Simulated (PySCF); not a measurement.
C₄H₃BF₂O.
Numbering: `[F:1][B:2]([F:3])[c:4]1[cH:5][cH:6][cH:7][o:8]1` (hydrogens: H9 on C5; H10 on C6; H11 on C7)

Method: PBE0-D3(BJ)/def2-SVP geometry optimisation, gas phase in PySCF; density fitting, grid level 1; the optimiser is geomeTRIC in internal coordinates, started from a GFN2-xTB structure with every atom displaced at random (about 0.01 Å).

Step 0: E = -12334.5395 eV
```
atom  x, y, z in Å  |  force x, y, z in eV/Å
F1      2.7820   -0.7097    0.8521   -0.871   0.567  -0.478
B2      2.0779    0.2114    0.1532    1.825  -0.620   0.605
F3      2.8003    1.1714   -0.3779    0.040   0.351  -0.210
C4      0.5936    0.1218   -0.0029   -2.499  -1.074   0.287
C5     -0.3258   -0.8311    0.4823    1.237   1.137  -0.334
C6     -1.6103   -0.4430    0.0571    0.484  -0.129   0.076
C7     -1.4175    0.6948   -0.6661    0.178   0.278  -0.113
O8     -0.1292    1.0478   -0.7137   -0.029  -0.204   0.117
H9     -0.0616   -1.6650    1.1077    0.112  -0.466   0.235
H10    -2.5347   -0.9504    0.2659   -0.473  -0.132   0.018
H11    -2.1348    1.3250   -1.1736   -0.003   0.290  -0.203
```

Step 1: E = -12334.5968 eV
```
atom  x, y, z in Å  |  force x, y, z in eV/Å
F1      2.7047   -0.5453    1.0352    0.223  -0.262  -0.134
B2      2.1044    0.1975    0.1247   -0.475   0.487   0.310
F3      2.8070    1.1419   -0.4725   -0.002  -0.172  -0.091
C4      0.5782    0.0513   -0.0604    0.409   0.007  -0.044
C5     -0.3049   -0.8690    0.4508   -0.072  -0.137   0.040
C6     -1.6046   -0.4471    0.0677   -0.095  -0.012   0.010
C7     -1.4173    0.7089   -0.6399   -0.030  -0.003  -0.093
O8     -0.1203    1.0067   -0.7367    0.020  -0.011   0.074
H9     -0.0431   -1.7524    1.0348    0.004   0.098  -0.027
H10    -2.5568   -0.9270    0.2876    0.032   0.026   0.004
H11    -2.1073    1.4074   -1.1074   -0.015  -0.022  -0.048
```

Step 2: E = -12334.6168 eV
```
atom  x, y, z in Å  |  force x, y, z in eV/Å
F1      2.7713   -0.6375    0.8974   -0.045   0.060   0.211
B2      2.0932    0.2444    0.1824    0.103  -0.490  -0.559
F3      2.7943    1.1465   -0.4759   -0.091   0.223   0.146
C4      0.5745    0.0833    0.0092   -0.102   0.271   0.303
C5     -0.3183   -0.8479    0.4887   -0.008  -0.109   0.068
C6     -1.6131   -0.4498    0.0607    0.083  -0.050  -0.081
C7     -1.4163    0.6986   -0.6570    0.075   0.098   0.128
O8     -0.1237    1.0323   -0.6769   -0.036   0.022  -0.217
H9     -0.0614   -1.7238    1.0812    0.007  -0.002   0.020
H10    -2.5632   -0.9448    0.2479    0.008  -0.015  -0.007
H11    -2.0973    1.3716   -1.1738    0.006  -0.008  -0.012
```

Step 3: E = -12334.6406 eV
```
atom  x, y, z in Å  |  force x, y, z in eV/Å
F1      2.7596   -0.6438    0.9038    0.043   0.048  -0.039
B2      2.0949    0.2192    0.1522   -0.051  -0.066  -0.047
F3      2.7763    1.1708   -0.4554    0.002   0.003   0.064
C4      0.5737    0.0812    0.0037    0.015   0.082   0.140
C5     -0.3151   -0.8484    0.4962   -0.021   0.057  -0.131
C6     -1.6061   -0.4479    0.0607   -0.057  -0.042   0.027
C7     -1.4135    0.7037   -0.6539    0.055  -0.026   0.025
O8     -0.1201    1.0284   -0.6908    0.016  -0.045  -0.056
H9     -0.0574   -1.7219    1.0918    0.007   0.002   0.009
H10    -2.5564   -0.9426    0.2477   -0.011  -0.002   0.008
H11    -2.0958    1.3742   -1.1722    0.001  -0.011  -0.001
```

Task: Estimate the geometry and energy of step 4. (The exact step hangs on the optimiser's Hessian estimate; all steps are aligned on step 3, rigid shifts and turns removed.)

Result: E = -12334.6405 eV, largest force 0.275 eV/Å
```
atom  x, y, z in Å  |  force x, y, z in eV/Å
F1      2.7821   -0.6491    0.8764   -0.033  -0.049  -0.039
B2      2.0969    0.2139    0.1440    0.063   0.035   0.157
F3      2.7720    1.1936   -0.4234   -0.062   0.021  -0.065
C4      0.5749    0.0804    0.0107   -0.053  -0.073  -0.053
C5     -0.3232   -0.8452    0.4929    0.063  -0.148   0.148
C6     -1.6182   -0.4483    0.0668    0.246   0.101  -0.070
C7     -1.4076    0.6957   -0.6551   -0.126   0.130  -0.125
O8     -0.1141    1.0182   -0.6998   -0.122  -0.015   0.035
H9     -0.0669   -1.7160    1.0930    0.015  -0.012   0.021
H10    -2.5715   -0.9353    0.2601    0.021   0.005  -0.005
H11    -2.0845    1.3649   -1.1818   -0.012   0.005  -0.006
```

The energy changes by +0.0001 eV. The first-order estimate −F·Δx gives -0.0090 eV and the mean of the old and new forces, exact on a quadratic surface, +0.0008 eV. The step makes an angle of 62° with the force vector and moves no atom by more than 0.040 Å.

The cost below is that of the whole optimisation. The run took 64 s of wall time on one thread, Arm Neoverse V1 (aarch64), shared host with 64 logical CPUs at a one-minute load of 37, and the process peaked at 0.52 GiB of memory.
